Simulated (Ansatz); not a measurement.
Isomers of TiO4H4 (singlet), relaxed with PBE-D4/def2-SVP; total energies from Ansatz at CCSD(T)/def2-TZVP.

```
isomer                                                                                                         description  energy (Eh)
     A          point group not assigned; 4 × O–Ti 1.76 to 2.19 Å; 1 × O–O 1.47 Å; 3 × H–O 0.97 to 0.99 Å; 1 × H–Ti 1.72 Å  -1151.76207
     B          point group not assigned; 4 × O–Ti 1.80 to 2.17 Å; 1 × O–O 1.46 Å; 3 × H–O 0.97 to 0.98 Å; 1 × H–Ti 1.73 Å  -1151.74955
     C  point group not assigned; 4 × O–Ti 1.64 to 2.17 Å; 1 × O–O 1.46 Å; 2 × H–O 0.98 to 0.99 Å; 2 × H–Ti 2.14 to 2.26 Å  -1151.72377
```

Correlated methods freeze 9 core orbitals; core or outer-core shells of Ti are correlated, in sets that lack core-valence functions.

The isomers come from a short search, and lower ones may exist.

Work out the relative energies (1 Eh = 2625.5 kJ/mol) and the Boltzmann populations at 500 K from electronic energies alone (R = 8.314 J/mol/K).

ΔE: A 0.0, B 32.9, C 100.6 kJ/mol. RT = 4.16 kJ/mol. Factors exp(−ΔE/RT): A 1, B 0.000368, C 3.14e-11; sum 1.000. Populations: A 100.0 %, B 0.0 %, C 0.0 %. Zero-point energy, vibrational entropy and symmetry numbers are left out and can shift these; an error of 4 kJ/mol changes a ratio by a factor of 2.6. Over the other density-functional and correlated levels in def2 sets, the gap between A and B ranges from 30 to 45 kJ/mol.
